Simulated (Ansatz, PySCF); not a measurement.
Process, species as SMILES: [SeH] (HSe) → [SeH-] (an electron is taken up)
Each molecule is optimised on its own at B3LYP-D3(BJ)/def2-TZVP (Ansatz, an electronic-structure program).

Wanted: adiabatic electron affinity (0 K, with B3LYP-D3(BJ) harmonic zero-point energies from PySCF), positive where the reaction releases energy, in eV. Valence correlation only, unless marked. Open shells are spin-unrestricted. Spin-orbit coupling is left out. Frozen are the shells of the preceding noble gas and the d and f shells that filled before the atom's block. Non-relativistic. Anions need diffuse functions: aug- sets have them; def2-D sets add few; the other sets have none. CBS(X,Y): correlation extrapolated as X^-3; Hartree-Fock from the larger set.

CCSD(T)/CBS(aug-cc-pVTZ,aug-cc-pVQZ) (Ansatz) gives 2.36 eV.

### Question
Another calculation gave 2.57 eV. Which level was it?
(A) SVWN5/def2-TZVPD (Ansatz)
(B) r2SCANh/def2-TZVPD (Ansatz)
(C) BHLYP/def2-TZVPD (Ansatz)

### Answer
A, SVWN5/def2-TZVPD (Ansatz). The others give 2.26 (r2SCANh), 2.14 (BHLYP) eV.
